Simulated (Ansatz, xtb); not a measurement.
# A geometry optimisation of Ge2H4Si with r2SCAN-D4/def2-SVP

The starting geometry of this gas-phase singlet was built from a drawn formula by distance geometry; its bonds are those of `[SiH2]=[Ge]=[GeH2]`.

```yaml
atoms:
  - { symbol: Ge, position_ang: [-1.9169, -1.1805, 0.7053] }
  - { symbol: Ge, position_ang: [-2.6885, 0.4506, 2.0102] }
  - { symbol: Si, position_ang: [-1.1665, -2.6743, -0.5067] }
  - { symbol: H, position_ang: [-1.6269, -2.4661, -1.9063] }
  - { symbol: H, position_ang: [-1.0768, -4.0899, -0.1029] }
  - { symbol: H, position_ang: [-1.6664, 1.1042, 2.5585] }
  - { symbol: H, position_ang: [-3.7871, -0.0584, 2.7652] }
```

Question: Predict what it relaxes into with r2SCAN-D4/def2-SVP.

Answer: A new bond forms, giving a structure given below by its coordinates. Distances that change by over a tenth: Ge1–Si3 (2.06 → 2.32 Å), Ge2–H6 (1.33 → 1.54 Å). Contacts that close: Ge2–Si3 (4.29 → 2.63 Å).

The energy falls by 1.97 eV over 25 steps:

| step | E − E(last) (eV) |
| --- | --- |
| 1 | 1.966 |
| 4 | 0.753 |
| 6 | 0.659 |
| 9 | 0.543 |
| 12 | 0.411 |
| 14 | 0.281 |
| 17 | 0.182 |
| 20 | 0.094 |
| 22 | 0.009 |
| 25 | 0.000 |

Final geometry (Å):

```yaml
atoms:
  - { symbol: Ge, position_ang: [-2.1699, -2.6921, 2.2995] }
  - { symbol: Ge, position_ang: [-2.4110, -0.4063, 1.7028] }
  - { symbol: Si, position_ang: [-1.4424, -2.2832, 0.1308] }
  - { symbol: H, position_ang: [-0.5933, -1.2168, -0.4902] }
  - { symbol: H, position_ang: [-1.9439, -3.1664, -0.9729] }
  - { symbol: H, position_ang: [-1.5690, 0.6201, 0.9146] }
  - { symbol: H, position_ang: [-3.7997, 0.2302, 1.9385] }
```

From the same start GFN2-xTB ends elsewhere, differing in Ge1–H6 (1.67 against 3.64 Å here), Ge2–Si3 (3.45 against 2.63 Å here), Ge2–H6 (2.43 against 1.54 Å here).

No frequencies were run, so the end isn't proven a minimum. Run with Ansatz 0.2.0, 29 s on 2 threads of Intel(R) Xeon(R) 6975P-C (Granite Rapids), with other jobs on the host.
